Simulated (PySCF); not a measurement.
**Two-dimensional NMR puzzle**

Compound of formula C6H8N2. Correlations simulated from computed shifts and the bond graph:

HSQC (one-bond C–H):
| δH | δC |
| --- | --- |
| 8.26 | 143.5 |
| 8.23 | 141.5 |
| 7.26 | 128.7 |
| 6.81 | 117.6 |
| 2.94 | 31.2 |

COSY cross peaks (H two or three bonds apart, from the bond graph; peaks can be absent where the dihedral angle is near 90°):
| δH | δH |
| --- | --- |
| 8.26 | 7.26 |
| 7.26 | 6.81 |

HMBC (two and three bonds, from the bond graph):
| δH | δC |
| --- | --- |
| 8.26 | 141.5, 128.7, 117.6 |
| 8.23 | 148.6, 143.5, 117.6 |
| 7.26 | 148.6, 143.5, 117.6 |
| 6.81 | 148.6, 143.5, 141.5, 128.7 |
| 2.94 | 148.6 |

Carbons without hydrogens: δ 148.6.

Equivalent nuclei averaged, gas phase, single conformer, relativity neglected. GFN2-xTB structure; PBE0/pcSseg-1 with gauge-including orbitals; PySCF.

Scale: 1H (σ = 31.72 ppm), 13C (σ = 186.93 ppm) against TMS (reference shieldings calculated alike).

Exchangeable hydrogens are left out of these lists.

Question: Which molecule is this?

Answer: `CNc1cccnc1`.

Structure with atom numbers: `[CH3:1][NH:2][c:3]1[cH:4][cH:5][cH:6][n:7][cH:8]1`. Each H is labelled by its parent atom.

δC 148.6 is C3, an aromatic carbon bearing nitrogen. δC 143.5 is C6, an aromatic CH next to a ring nitrogen (δH 8.26). δC 141.5 is C8, an aromatic CH next to a ring nitrogen (δH 8.23). δC 128.7 is C5, an aromatic CH (δH 7.26). δC 117.6 is C4, an aromatic CH (δH 6.81). δC 31.2 is C1, a methyl carbon bonded to N (δH 2.94). HMBC from δH 8.23 reaches the proton-free carbon C3. HMBC from δH 7.26 reaches the proton-free carbon C3. HMBC from δH 6.81 reaches the proton-free carbon C3. HMBC from δH 2.94 reaches the proton-free carbon C3. COSY links 8.26–7.26, 7.26–6.81.

The data come from this structure; uniqueness wasn't tested.

OH and NH positions are those of a molecule without intermolecular hydrogen bonds; in solution they move with solvent, concentration and temperature, and exchange usually removes their couplings. Shifts are as computed. Against solution values, carbons near 30 ppm lie about +3 ppm off and those near 130 ppm about +5 ppm. Of 1211 compounds with measured shifts, 218 miss one by over three times the rms of a fit or turn the order of signals round; such compounds aren't used in these exercises.
